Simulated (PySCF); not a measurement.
## Spinor energies of Tl⁵²⁺ (thallium, charge +52)

Start: [Ar] 3d10 4s1; 4s1/2 filled at m_j = +1/2. Calculated with PySCF 2.14 in an even-tempered Gaussian basis (16 s from 8 bohr⁻², ratio 2.8; 13 p from 10 bohr⁻², ratio 2.8; 8 d from 18 bohr⁻², ratio 2.8; 4 f from 41 bohr⁻², ratio 3): generalised Hartree-Fock with the X2C-1e Hamiltonian and a Gaussian nucleus; one run each with spin-orbit coupling (SO) switched off, then screened by Boettger's factors.

```
spinor shell  electrons  ε, spin-free (eV)  ε, screened SO (eV)  weight of nominal j (screened SO)  rms radius, screened SO (bohr)
       1s1/2          2           -88946.5             -88912.9                              1.000                          0.0184
       2s1/2          2           -18337.5             -18327.6                              1.000                          0.0741
       2p1/2          2           -16195.3             -17696.5                              1.000                          0.0627
       2p3/2          4           -16195.3             -15615.7                              1.000                          0.0708
       3s1/2          2            -6465.1              -6462.4                              1.000                           0.187
       3p1/2          2            -5834.7              -6187.7                              1.000                           0.178
       3d3/2          4            -5201.8              -5264.6                              1.000                           0.167
       3d5/2          6            -5201.8              -5159.1                              1.000                           0.171
       4s1/2          1            -3146.9              -3146.3                              1.000                           0.384
```

Q: Where does 3p3/2 lie, and what is the 3p spin-orbit splitting (screened SO)?

A: At -5696.1 eV, 491.56 eV above 3p1/2.

| quantity | spin-free | screened SO |
| --- | --- | --- |
| E (hartree) | -18160.94051 | -18194.41556 |
| M_J | 1/2 | 1/2 |
| ⟨J²⟩ | 0.750 | 0.750 |
| ⟨L²⟩ | 0.000 | 0.093 |
| ⟨S²⟩ | 0.750 | 0.843 |

Each row is a mean over spinors that exchange with the open shell spreads, by up to 6.706 eV (3s1/2).

Breit and QED terms are absent; they matter most for the inner s and p1/2 levels.

Densities and radii are taken from the X2C orbitals without a picture-change correction, which distorts them close to the nucleus.

Without spin-orbit coupling the j labels of p, d and f shells carry no meaning; the spin-free column gives the mean over the occupied spinors of each nl shell.
